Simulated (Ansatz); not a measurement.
Energy needed to pull apart InSO (SMILES [O]1[S][In]1), doublet, into free ground-state atoms, from the structure below (displaced at random from a GFN2-xTB minimum); no zero-point or spin–orbit terms; open-shell atoms are treated unrestricted, in their ground-state multiplicity.

```xyz
3
angstrom
O 0.2022 0.9031 0.3001
S -1.1840 0.5475 -0.4629
In 0.8673 -1.3145 0.2418
```

Computed with Ansatz 0.2.0 (basis: def2-TZVPP); correlated methods freeze the cores; orbitals are unrestricted. Filled d shells of the heavier atoms are correlated. Core potentials replace the inner electrons of the atoms past krypton. The def2 sets are not built for correlating such inner shells, so the correlated values are less sure here.

```
      method  atomization energy (eV)
      PBE-D4                     8.35
   r2SCAN-D4                     7.81
     PBE0-D4                        ?
  r2SCAN0-D4                     7.16
CAM-B3LYP-D4                        ?
     wB97M-V                     7.59
          HF                     3.38
         MP2                     7.63
        CCSD                     6.69
     CCSD(T)                     7.11
```

(1) What does PBE0-D4 give? (Judge from chemistry; the value comes from the calculation.)

(2) What does CAM-B3LYP-D4 give? (Judge from chemistry; the value comes from the calculation.)

The T1 diagnostic stays at or below 0.022. ⟨S²⟩ of the unrestricted Hartree–Fock references: 0.78 (a pure state has 0.75).

## Answers

(1) The calculation gives: 7.56 eV, which is about 0.45 eV more than CCSD(T)/def2-TZVPP.

(2) The calculation gives: 7.51 eV, which is about 0.40 eV more than CCSD(T)/def2-TZVPP.

In triple zeta the MP2 and coupled-cluster atomization energies are still short of their basis limit by a few kcal/mol a bond, whereas those of the functionals are nearly converged, so these differences are not deviations from converged CCSD(T).

For scale, one of the runs: CCSD(T)/def2-TZVPP forces, 123 basis functions (an equivalent command: `ansatz run in.yaml --threads 4`). Hardware: 4 CPU threads, shared host. Wall time 2.4 min; peak host memory 2.4 GiB.
